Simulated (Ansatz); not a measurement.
Input for Ansatz (development build ahead of 0.2.0):

```yaml
crystal:
  periodic: [false, false, false]
  atoms:
    - { symbol: B, position_ang: [-1.44148, 0.10621, -0.06702] }
    - { symbol: "N", position_ang: [-0.64677, 1.17001, 0.45596] }
    - { symbol: B, position_ang: [0.77488, 1.08604, 0.5461] }
    - { symbol: "N", position_ang: [1.39981, -0.10818, 0.07756] }
    - { symbol: B, position_ang: [0.65362, -1.20227, -0.45385] }
    - { symbol: "N", position_ang: [-0.7659, -1.0691, -0.51343] }
    - { symbol: H, position_ang: [-2.63889, 0.19652, -0.12589] }
    - { symbol: H, position_ang: [-1.10057, 2.0005, 0.77442] }
    - { symbol: H, position_ang: [1.42386, 1.98859, 1.00533] }
    - { symbol: H, position_ang: [2.39408, -0.18223, 0.12968] }
    - { symbol: H, position_ang: [1.20173, -2.20302, -0.8329] }
    - { symbol: H, position_ang: [-1.30454, -1.82615, -0.87891] }
basis:
  gaussian: { orbitals: def2-SVP }
magnetization:
  spin_polarized: true
  initial_magnetization: 2
hamiltonian:
  xc: hf
output:
  forces: true
```

The input is written out in the form of the current development build from the run's settings.

The run gave:

```
Converged                       : yes
Total energy                    : -240.73527 hartree
Spin squared of the determinant : 2.042
Stability test                  : minimum
```

Forces (eV/Å):
| atom | Fx | Fy | Fz |
| --- | --- | --- | --- |
| B1 | -5.785 | -3.334 | -1.943 |
| N2 | 1.669 | 3.582 | 1.688 |
| B3 | 3.949 | -1.177 | -0.148 |
| N4 | -0.018 | 3.019 | 1.288 |
| B5 | -2.743 | -1.993 | -1.067 |
| N6 | 3.191 | -0.951 | -0.143 |
| H7 | 0.098 | 0.323 | 0.156 |
| H8 | -0.266 | 0.285 | 0.092 |
| H9 | -0.264 | -0.018 | -0.047 |
| H10 | 0.033 | 0.085 | 0.045 |
| H11 | 0.143 | 0.063 | 0.033 |
| H12 | -0.008 | 0.115 | 0.045 |

Caution: another spin multiplicity may lie lower; the determinant breaks the point group.
